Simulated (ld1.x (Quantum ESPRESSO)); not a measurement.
**u(r) = r·R(r): atom against pseudo-atom (Zr (Z = 40))**

Columns: radius, all-electron u(r) and pseudo u(r) of the 4d shell (level -7.17 eV) of zirconium in the configuration [Ar] 3d10 4s2 4p6 4d2 5s1.5 5p0; LDA (PZ), non-relativistic, TM scheme, ld1.x (Quantum ESPRESSO) 7.5.

```
r (bohr)  all-electron   pseudo
   0.115        0.1280  -0.0018
   0.230        0.2953  -0.0139
   0.345        0.2946  -0.0445
   0.460        0.1736  -0.0978
   0.575        0.0054  -0.1731
   0.690       -0.1656  -0.2652
   0.805       -0.3178  -0.3653
   0.920       -0.4429  -0.4632
   1.035       -0.5396  -0.5500
   1.150       -0.6100  -0.6193
   1.265       -0.6578  -0.6684
   1.380       -0.6869  -0.6980
   1.495       -0.7011  -0.7107
   1.610       -0.7036  -0.7106
   1.725       -0.6972  -0.7014
   1.840       -0.6843  -0.6862
   1.955       -0.6664  -0.6671
   2.070       -0.6451  -0.6453
   2.185       -0.6215  -0.6215
   2.300       -0.5964  -0.5964
   2.415       -0.5705  -0.5705
   2.530       -0.5443  -0.5443
   2.645       -0.5181  -0.5181
   2.760       -0.4922  -0.4922
   2.875       -0.4669  -0.4669
   2.990       -0.4421  -0.4421
```

(1) How many radial nodes do the two functions have?

(2) At about which radius was the pseudo-wave matched?

(3) Is the pseudo-wave norm-conserving?

Answers

(1) The all-electron 4d function has n − l − 1 = 1; the pseudo-wave has 0, since the states of the same l below it are removed with the core.

(2) 2.30 bohr. The columns agree to 0.0005 from 2.07 bohr on; several derivatives are matched, so the curves merge somewhat inside the radius.

(3) Yes: the TM scheme keeps the norm inside the radius equal to the all-electron one, which fixes the energy derivative of the logarithmic derivative at the level.
